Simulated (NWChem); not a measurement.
# CH₄BClOS; SMILES CSB(O)Cl

```xyz
9

B      0.3136     0.3873     0.0000
Cl    -0.3312     2.0581     0.0000
O      1.6509     0.1636     0.0000
H      2.1686     0.9838     0.0000
S     -0.8641    -0.9821     0.0000
C      0.2662    -2.4353     0.0000
H      0.8947    -2.4342    -0.8920
H     -0.3685    -3.3238     0.0000
H      0.8947    -2.4342     0.8920
```
Atoms are numbered in this order, from 1.

All runs: NWChem. Pople sets run with spherical d functions. STO-3G and 3-21G are far too small for this property and stand as cheap habits. Coordinates come from a B3LYP/6-31G* (spherical d) optimisation. B3LYP is NWChem's, with the RPA form of VWN correlation. GIAO values for the isolated, static molecule; σ is the absolute isotropic shielding, δ = σ(reference) − σ with the isolated reference molecule computed at the same levels (11B: boron trifluoride, 13C: tetramethylsilane, 1H: tetramethylsilane, 17O: water).

```json
[
 {"level": "B3LYP/6-311G**", "δ B1 (ppm)": "31.8", "σ Cl2 (ppm)": "808.1", "δ O3 (ppm)": "172.1", "δ H4 (ppm)": "4.91", "σ S5 (ppm)": "535.6", "δ C6 (ppm)": "17.5", "δ H7 (rotor mean) (ppm)": "2.09", "relative time": "20"},
 {"level": "Hartree-Fock/STO-3G", "δ B1 (ppm)": "39.9", "σ Cl2 (ppm)": "1076.0", "δ O3 (ppm)": "69.2", "δ H4 (ppm)": "4.37", "σ S5 (ppm)": "799.8", "δ C6 (ppm)": "22.4", "δ H7 (rotor mean) (ppm)": "1.27", "relative time": "1"},
 {"level": "B3LYP/6-31G*", "δ B1 (ppm)": "31.6", "σ Cl2 (ppm)": "826.6", "δ O3 (ppm)": "136.3", "δ H4 (ppm)": "4.66", "σ S5 (ppm)": "578.8", "δ C6 (ppm)": "15.5", "δ H7 (rotor mean) (ppm)": "1.90", "relative time": "8"}
]
```

Relative times are rough (shared machine, one core).
